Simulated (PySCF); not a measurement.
## Dipole response of Cu²⁺ (copper, charge +2)

[Ar] 3d9, 2D determinant. Calculation: PySCF 2.14, in aug-cc-pVDZ-DK; scalar relativity by spin-free X2C-1e. Coupled (time-dependent) response in atomic units; α is the mean over directions. A double-zeta set is small for polarisabilities.

| method | mean α (bohr³) | α xx, yy, zz | C₆ (like pair) | S(−4) |
| --- | --- | --- | --- | --- |
| wB97X | 3.019 | 2.889, 2.889, 3.279 | 8.195 | 4.717 |

S(−4) is the Cauchy moment in α(ω) = α(0) + S(−4) ω² + …

α(iu) at wB97X:

```csv
u (hartree),α(iu) (bohr³)
0,3.019
0.0500,3.007
0.100,2.973
0.200,2.849
0.300,2.678
0.500,2.310
0.750,1.924
1.00,1.633
1.50,1.228
2.00,0.9570
3.00,0.6274
5.00,0.3341
```

A single London oscillator, α(iu) = α/(1 + u²/ω²), gives C₆ = (3/4) ω α². Matching the computed C₆ needs ω = 4 × 8.195 / (3 × 3.019²) = 1.20 hartree.

For an ion, C₆ is the dispersion term alone; charge-induced terms of lower order in 1/R come first.

The components differ because the open shell of this determinant is not spherical; for a pure term their mean is the scalar polarisability.
